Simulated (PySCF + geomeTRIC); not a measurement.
Species: H₅GaNSi, SMILES `[NH2][Ga][SiH3]` (charge 0, multiplicity 2).

Question: Give a relaxed geometry from r2SCAN-D4/def2-TZVP in PySCF + geomeTRIC.

Answer: This is not unique; one that fits is the end point of this relaxation, one of several conformers (outside a Z-matrix the atoms follow the SMILES, hydrogens last).
Z-matrix (Å, degrees):
```
Ga
N 1 1.8301
H 2 1.0081 1 124.46
H 2 1.0099 3 111.40 1 -179.88
Si 1 2.4454 2 117.12 3 -179.90
H 5 1.4878 1 109.18 2 -122.42
H 5 1.4880 6 107.75 1 118.41
H 5 1.4922 6 108.16 7 116.70
```
